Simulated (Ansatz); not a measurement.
Input file for Ansatz (a quantum-chemistry and plane-wave program): U-PBE0/def2-TZVPP on CuN, 2S+1 = 5, a spin state set in the input, which need not be the lowest.

Ansatz 0.2 input:
```yaml
crystal:
  periodic: [false, false, false]
  atoms:
    - {symbol: Cu, position_ang: [0.00000000, 0.00000000, 0.00000000]}
    - {symbol: N, position_ang: [0.00000000, 0.00000000, 1.92900000]}
basis:
  gaussian:
    orbitals: def2-TZVPP
hamiltonian:
  xc: {name: PBE0}
magnetization: {spin_polarized: true, initial_magnetization: 4}
relax: {f_tol: 0.002, max_steps: 120}
```

Question: Give the final energy of this run.

Answer: -1694.7930 hartree.

Question: How many basis functions does it have, and what does it roughly cost on one machine?

Answer: 95 functions; around 12 core-seconds (rough).
